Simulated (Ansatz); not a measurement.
## Cost against result

Saddle point of Si₂H₈O₂, closed shell (SiH₄O ([OH][SiH3]) + SiH₄O ([OH][SiH3]) → Si₂H₆O₂ ([OH][SiH2][O][SiH3]) + H₂; bonds formed: Si1–O7, H2–H6; bonds broken: Si1–H2, H6–O7), PBE0-D4/def2-TZVP structure:

```
12
angstrom
Si -0.3494 -0.3053 1.2614
H 1.2472 -0.0322 1.8359
H -0.1815 -1.7085 1.7430
H -0.9245 0.6362 2.2461
O -1.5361 -0.5572 0.0849
H 1.3166 0.4706 0.7765
O 0.5704 0.6407 -0.0151
Si 0.4797 0.5513 -1.6975
H -2.0756 -1.3351 0.2275
H 1.6747 1.2808 -2.1863
H 0.5385 -0.8596 -2.1370
H -0.7599 1.2184 -2.1393
```

Barriers are electronic and count from the start structure reached by relaxing down the imaginary mode.

Program: Ansatz 0.2.0. Basis: as named in each row. Cores are frozen in the correlated methods. B3LYP uses VWN-RPA correlation. Extrapolation: Hartree–Fock as exp(−7.88 √X), correlation as X^−2.97.

Times are rough, for one single point on 4 threads of a shared host (Arm Neoverse V1).

The estimate by CCSD(T) at an estimated basis limit (MP2 extrapolated from triple and quadruple zeta, plus CCSD(T) − MP2 in triple zeta) is 139.3 kJ/mol.

| method | basis | time (s) | barrier (kJ/mol) | method less estimate |
| --- | --- | --- | --- | --- |
| HF | STO-3G | under 1 | 251.6 | 112.3 |
| PBE-D4 | STO-3G | under 1 | 90.5 | -48.8 |
| SPW92 | def2-SVP | under 1 | 74.0 | -65.3 |
| PBE-D4 | def2-SVP | under 1 | 109.1 | -30.2 |
| B3LYP-D4 | 6-31G | under 1 | 129.3 | -10.0 |
| PBE0-D4 | def2-SVP | under 1 | 122.7 | -16.6 |
| SPW92 | def2-TZVPP | 1 | 79.5 | -59.8 |
| PBE-D4 | def2-TZVPP | 2 | 113.6 | -25.7 |
| BLYP-D4 | def2-TZVPP | 2 | 131.1 | -8.2 |
| B3LYP-D4 | def2-TZVPP | 3 | 138.4 | -0.9 |
| BHLYP-D4 | def2-TZVPP | 3 | 152.2 | 12.9 |
| PBE0-D4 | def2-TZVPP | 3 | 125.4 | -13.9 |
| CAM-B3LYP-D4 | def2-TZVPP | 3 | 138.4 | -0.9 |
| CCSD(T) | def2-SVP | 4 | 151.7 | 12.4 |
| wB97M-V | def2-SVP | 4 | 128.7 | -10.6 |
| r2SCAN-D4 | def2-TZVPP | 4 | 121.7 | -17.6 |
| r2SCAN0-D4 | def2-TZVPP | 5 | 129.8 | -9.5 |
| B2PLYP | def2-TZVPP | 6 | 142.2 | 3.0 |
| PBE-QIDH | def2-TZVPP | 6 | 133.9 | -5.4 |
| RPA on PBE | def2-TZVPP | 6 | 145.5 | 6.2 |
| wB97X-V | def2-TZVPP | 7 | 139.2 | -0.1 |
| wB97M-V | def2-TZVPP | 8 | 134.7 | -4.6 |
| B97M-V | def2-TZVPP | 8 | 132.6 | -6.7 |
| MP2 | def2-QZVPP | 27 | 134.7 | -4.6 |
| CCSD(T) | def2-TZVPP | 140 | 142.7 | 3.4 |

All methods are single points on the PBE0-D4 structures.

The T1 diagnostic stays at or below 0.012.

Labels in which every atom is bracketed show which atoms are joined, not bond orders.
